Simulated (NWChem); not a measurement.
Se, triplet

Program: NWChem. Pople sets run with spherical d functions. Spin-unrestricted. The open p shell is one determinant without spherical averaging. No stability test was run on the SCF state.

### Question
Taking PBE/6-311G** as the yardstick, which of these has the fewest basis functions while keeping “highest occupied level (eV)” within 0.1 eV of it: PBE/STO-3G; PBE/3-21G; PBE/6-31G*?

### Answer
PBE/6-31G*.
```json
[
 {"level": "PBE/STO-3G", "basis functions": "18", "highest occupied level (eV)": "-2.10"},
 {"level": "PBE/3-21G", "basis functions": "22", "highest occupied level (eV)": "-5.09"},
 {"level": "PBE/6-31G*", "basis functions": "32", "highest occupied level (eV)": "-5.57"},
 {"level": "PBE/6-311G**", "basis functions": "44", "highest occupied level (eV)": "-5.62"}
]
```

The yardstick is one finite set, not the basis-set limit.
